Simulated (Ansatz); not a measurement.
## Match the barriers

Saddle point of SnSiH₇F, singlet (SnSiH₆ ([SiH3][SnH3]) + HF → SnH₃F ([F][SnH3]) + SiH₄; bonds formed: Sn1–F7, Si2–H6; bonds broken: Sn1–Si2, H6–F7), PBE0-D4/def2-TZVP structure:

```xyz
10
angstrom
Sn -0.6414 0.9898 -0.8594
Si 0.3688 -1.0593 1.0027
H -0.8244 0.8745 -2.5423
H -0.4115 2.5391 -0.2116
H -1.9792 0.2109 -0.1066
H 1.1215 -0.0491 -0.2855
F 1.5149 0.6721 -1.1638
H -0.2919 -0.3735 2.1466
H 1.6545 -1.6414 1.4838
H -0.5115 -2.1628 0.5360
```

Program: Ansatz 0.2.0. Basis: def2-TZVPP, with def2-QZVPP for the basis limit. Cores are frozen in the correlated methods. Filled d shells of the heavier atoms are correlated. Core potentials replace the inner electrons of the atoms past krypton. The def2 sets are not built for correlating such inner shells, so the correlated values are less sure here. Extrapolation: Hartree–Fock as exp(−7.88 √X), correlation as X^−2.97. Four methods, as single points on the PBE0-D4 structures, gave these electronic barriers from the start structure: 133.6, 151.2, 170.2, 218.5 kJ/mol.

Task: The methods were, in alphabetical order, BLYP-D4, CCSD(T), HF, PBE0-D4. Which gave which? (A judgement: the text doesn't fix the answer.)

Result: The calculation gives: BLYP-D4 133.6; PBE0-D4 151.2; CCSD(T) 170.2; HF 218.5 kJ/mol. For comparison, CCSD(T) at an estimated basis limit (MP2 extrapolated from triple and quadruple zeta, plus CCSD(T) − MP2 in triple zeta) gives 161.8 kJ/mol.

No T1 diagnostic of these runs exceeds 0.016.

Steps of this kind, hydrogen fluoride cutting a network bond, underlie vapour etching and the fluorination step of atomic layer etching.

Labels in which every atom is bracketed show which atoms are joined, not bond orders.

For scale, one of the runs: CCSD(T)/def2-TZVPP, 221 basis functions, launched by `ansatz run in.yaml --threads 4 --pin off --events-out ev --progress --plain --max-ram 9574MiB`. Time: 2 min of wall clock on 4 CPU threads of an Arm Neoverse V1; the host was shared. Peak host memory: 3.7 GiB.
